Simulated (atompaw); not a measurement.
antimony (Sb): PAW (atompaw) pseudisation with LDA (PW92), scalar-relativistic reference atom.

| Property | Result |
| --- | --- |
| Element | antimony (Sb) |
| Generator | atompaw 4.2.0.5 |
| Type | PAW |
| Functional | LDA (PW92) |
| Relativity | scalar-relativistic |
| Frozen core | [Kr] 4d10 |
| Valence charge | 5 |
| Reference configuration | 5s2 5p1 (charge +2) |
| Partial waves | 5s (bound): rc 2.50 bohr; 5s channel at -1.7 Ry: rc 2.50 bohr; 5p (bound): rc 2.50 bohr; 5p channel at 0.6 Ry: rc 2.50 bohr; 5d channel at 0.15 Ry: rc 2.50 bohr |
| Local potential | ultrasoft scheme with l = 3 at 0.5 Ry, radius 2.50 bohr |
| Core correction | smooth core density matched at 1.55 bohr |
| Augmentation charge | sinc compensation charge, radius 2.30 bohr; PAW radius 2.50 bohr; waves and projectors: custom polynom vanderbiltortho |

All-electron outer shells of the reference configuration (LDA (PW92), scalar-relativistic, ld1.x):

```tsv
shell	level (eV)	outermost node (bohr)	outermost maximum (bohr)
5s	-29.82	0.95	1.83
5p	-20.41	1.03	2.16
```

Calculated quality:

```json
{
  "Cutoffs needed": "6 Ry and 10 Ry (the cutoffs (Ry, on a coarse ladder) from which the occupation-weighted sum of valence levels, in a spherical-Bessel basis at the reference potential, stays within 10 and 1 mRy of its value at 400 Ry)",
  "Ghost test": "ghost state, extra bound levels that the all-electron valence spectrum of the same l lacks: s at -22.6 eV; a true bound ghost makes a file unfit for plane-wave use (spherical-Bessel basis up to 400 Ry, 20 bohr box)",
  "Lowest eigenvalue of the overlap operator": "0.15 (s channel)",
  "Overlap eigenvalues printed by atompaw (projector basis)": "0.00838, 0.0346, 3.52, 25.9, 164",
  "Share of each valence orbital outside the PAW sphere": "5s 24 %, 5p 44 %"
}
```

Generation and tests took about 1.3 s on one core of a shared server CPU.
